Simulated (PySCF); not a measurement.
C4H7FSi.
SMILES with atom numbers: `[F:1]/[CH:2]=[CH:3]/[C@@H:4]1[CH2:5][SiH2:6]1` (hydrogens: H7 on C2; H8 on C3; H9 on C4; H10, H11 on C5; H12, H13 on Si6)

Jobs on this species (13 atoms, 54 electrons) with PySCF (density fitting). Hardware of each: an Arm Neoverse V2 with one thread, no GPU, shared host. Times come from a shared host and carry two figures at best. Peak memory is the resident size of the whole Python process, interpreter and libraries included.

```
                                                                 level and settings                                                          work  basis functions  SCF cycles  wall time  peak memory
    delta-SCF UKS SCAN, pcX-2 on the ionised atom, pcseg-1 elsewhere, spin-free X2C                                 ΔSCF core ionisation, 7 holes              165           ?          ?            ?
delta-SCF UKS SCAN, def2-TZVP on the ionised atom, pcseg-1 elsewhere, spin-free X2C                                 ΔSCF core ionisation, 7 holes              142           ?          ?            ?
                                                 PBE0-D3(BJ)/def2-SVP, grid level 1  geometry optimisation from a GFN2-xTB start shaken at random              123           ?          ?            ?
    delta-SCF UKS SCAN, pcX-1 on the ionised atom, pcseg-1 elsewhere, spin-free X2C                                 ΔSCF core ionisation, 7 holes              145         118       42 s     0.55 GiB
    delta-SCF UKS PBE0, pcX-2 on the ionised atom, pcseg-1 elsewhere, spin-free X2C                                 ΔSCF core ionisation, 7 holes              165         105       60 s     0.63 GiB
     delta-SCF UKS PBE, pcX-2 on the ionised atom, pcseg-1 elsewhere, spin-free X2C                                 ΔSCF core ionisation, 7 holes              165         113       32 s     0.55 GiB
 delta-SCF UKS SCAN, pcX-2 on the ionised atom, pcseg-1 elsewhere, non-relativistic                                 ΔSCF core ionisation, 7 holes              165         118       49 s     0.55 GiB
   delta-SCF UKS B3LYP, pcX-2 on the ionised atom, pcseg-1 elsewhere, spin-free X2C                                 ΔSCF core ionisation, 7 holes              165         106       61 s     0.63 GiB
      delta-SCF UKS HF, pcX-2 on the ionised atom, pcseg-1 elsewhere, spin-free X2C                                 ΔSCF core ionisation, 7 holes              165         125       43 s     0.65 GiB
```

Q: Fill in the missing figures.

A: 
- delta-SCF UKS SCAN, pcX-2 on the ionised atom, pcseg-1 elsewhere, spin-free X2C; ΔSCF core ionisation, 7 holes: 50 s, 0.55 GiB, 118 SCF cycles
- delta-SCF UKS SCAN, def2-TZVP on the ionised atom, pcseg-1 elsewhere, spin-free X2C; ΔSCF core ionisation, 7 holes: 48 s, 0.55 GiB, 120 SCF cycles
- PBE0-D3(BJ)/def2-SVP, grid level 1; geometry optimisation from a GFN2-xTB start shaken at random: 51 s, 0.52 GiB, 65 SCF cycles

Q: What do all jobs in the table cost together?

A: About 7.3 min; the longest takes about 14 % of that, and about 1.9 times as long as the shortest.
